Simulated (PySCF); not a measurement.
C₆ coefficients of unlike pairs at PW91

Calculated with PySCF 2.14 from the dipole response of each species, C₆(A,B) = (3/π) ∫ α_A(iu) α_B(iu) du, in atomic units, from isotropic polarisabilities. For ions this is the dispersion term alone; charge-induced terms of lower order in 1/R come first.

| species | configuration | basis | relativity | α (bohr³) | C₆ (like pair) |
| --- | --- | --- | --- | --- | --- |
| Te²⁺ | [Kr] 4d10 5s2 5p2 (3P) | aug-cc-pVTZ-DK3 (8s7p5d2f) | spin-free X2C | 14.87 | 94.79 |
| F | [He] 2s2 2p5 (2P) | aug-cc-pwCVQZ (9s8p6d4f2g) | none | 3.989 | 10.90 |
| Ag | [Kr] 4d10 5s1 (2S) | aug-cc-pVTZ-PP with ECP28MDF (6s6p5d3f2g) | core potential | 45.77 | 350.5 |
| O²⁺ | [He] 2s2 2p2 (3P) | aug-cc-pVQZ-DK (6s5p4d3f2g) | spin-free X2C | 1.747 | 2.334 |

Q: Estimate C₆ for O²⁺ with Ag.

A: The integral gives 24.61. The combination rule 2 C_A C_B / (C_A α_B/α_A + C_B α_A/α_B) gives 21.95 and the geometric mean 28.60.

No spin-orbit coupling is included.

The other pairs:

| pair | C₆ |
| --- | --- |
| O²⁺, F | 5.031 |
| Ag, F | 54.41 |
| F, Te²⁺ | 31.25 |
| O²⁺, Te²⁺ | 14.23 |
| Ag, Te²⁺ | 172.6 |
